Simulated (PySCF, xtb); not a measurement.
Cu(OH)2 (CuH₂O₂), SMILES [OH][Cu][OH] (connectivity only; charge and spin as stated), neutral, multiplicity 2. The values are those of a single conformer.

Harmonic wavenumbers (cm⁻¹) from xtb with GFN2-xTB at its own minimum, in rising order: 164, 198, 435, 475, 670, 676, 697, 3632, 3642.

Question: What does PySCF 2.14.0 with PBE0-D3(BJ)/def2-TZVP give at its own minimum? (Estimate from the structure and the level; the computed values follow.)

Answer: 113, 197, 493, 617, 687, 729, 776, 3879, 3882. Paired by order, the mean absolute difference is 99 cm⁻¹ and the zero-point energies are 15.1 and 16.3 kcal/mol.
